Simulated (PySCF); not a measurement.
## Energy of Re⁺ (rhenium, charge +1) between two integer charges

The 6s alpha orbital of [Xe] 4f14 5d5 6s1 is emptied in steps (occupation f), with all orbitals relaxed, ending at [Xe] 4f14 5d5. Calculation: PySCF 2.14, in def2-SVP with the def2 core potential (60 electrons); a scalar-relativistic core potential. The exact energy is a straight line in f; departures are measured from the line between the end points of the same method.

| f | PBE0 (eV) | r2SCAN (eV) | LC-wPBE (eV) |
| --- | --- | --- | --- |
| 1 | 0.000 | 0.000 | 0.000 |
| 0.9 | -0.233 | -0.296 | -0.010 |
| 0.7 | -0.545 | -0.691 | -0.023 |
| 0.5 | -0.651 | -0.822 | -0.028 |
| 0.3 | -0.549 | -0.691 | -0.024 |
| 0.1 | -0.236 | -0.297 | -0.010 |
| 0 | 0.000 | 0.000 | 0.000 |

```json
{"method": "PBE0", "E(f=0) − E(f=1) (eV)": "16.762", "−ε at f=1 (eV)": "14.176", "−ε at f=0.5 (eV)": "16.752"}
{"method": "r2SCAN", "E(f=0) − E(f=1) (eV)": "17.090", "−ε at f=1 (eV)": "13.792", "−ε at f=0.5 (eV)": "17.087"}
{"method": "LC-wPBE", "E(f=0) − E(f=1) (eV)": "16.449", "−ε at f=1 (eV)": "16.340", "−ε at f=0.5 (eV)": "16.447"}
```

Orbital energy along the path (eV):

```tsv
f	PBE0	r2SCAN	LC-wPBE
1	-14.176	-13.792	-16.340
0.9	-14.687	-14.458	-16.361
0.7	-15.715	-15.779	-16.404
0.5	-16.752	-17.087	-16.447
0.3	-17.799	-18.399	-16.491
0.1	-18.855	-19.728	-16.540
0	-19.388	-20.395	-16.568
```

Reference removal energy between the ground levels: 16.6 ± 0.5 eV (semi-empirical (NIST evaluation); NIST Atomic Spectra Database, ionization energies).
